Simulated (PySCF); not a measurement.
C3HClF2, SMILES C(=C=C(Cl)F)F. Geometry optimised at PBE-D3(BJ)/def2-SVP. The structure was generated by enumeration; whether it is a known compound was not checked.

Q: Give the equilibrium geometry at PBE-D3(BJ)/def2-SVP (PySCF confirms it by a frequency run) as Cartesian coordinates in Å. (The exact figures need the calculation; the answer reports its results.)

A: 
```xyz
7

F     -2.8077    -0.7956    -0.3185
C     -1.8245    -0.0598    -0.8648
C     -0.5681    -0.1104    -0.4710
C      0.6959    -0.0989    -0.1063
F      1.6326    -0.8989    -0.6230
Cl     1.3502     0.9576     1.1063
H     -2.1967     0.5862    -1.6815
```
